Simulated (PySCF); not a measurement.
Nb (niobium, neutral) across methods

[Kr] 4d3 5s2, high-spin 4F determinant (an excited configuration). All numbers are calculated (PySCF 2.14, a scalar-relativistic core potential, in aug-cc-pVTZ-PP with one added diffuse shell each of s, p, d, f, g type with ECP28MDF (7s7p6d4f3g, 113 functions)).

```csv
method,E (hartree),mean ε 4d α (eV),mean ε 5s α (eV),mean ε 5s β (eV),Σ⟨r²⟩ (bohr²),⟨S²⟩
UHF,-56.12279,-10.630,-6.788,-5.478,62.45,3.776
r2SCANh,-56.6306,-6.453,-5.447,-4.418,59.91,3.777
MN15,-56.5162,-7.195,-6.284,-5.560,59.69,3.754
PBE,-56.6250,-5.434,-5.017,-4.134,59.48,3.758
PBE0,-56.6078,-6.809,-5.603,-4.692,59.55,3.759
r2SCAN,-56.6419,-5.956,-5.228,-4.199,59.91,3.779
LDA,-56.4738,-5.400,-5.212,-4.361,59.18,3.757
wB97X-V,-56.5750,-8.969,-7.170,-6.478,59.46,3.756
```

Energies and moments cover only the electrons outside the core potential.
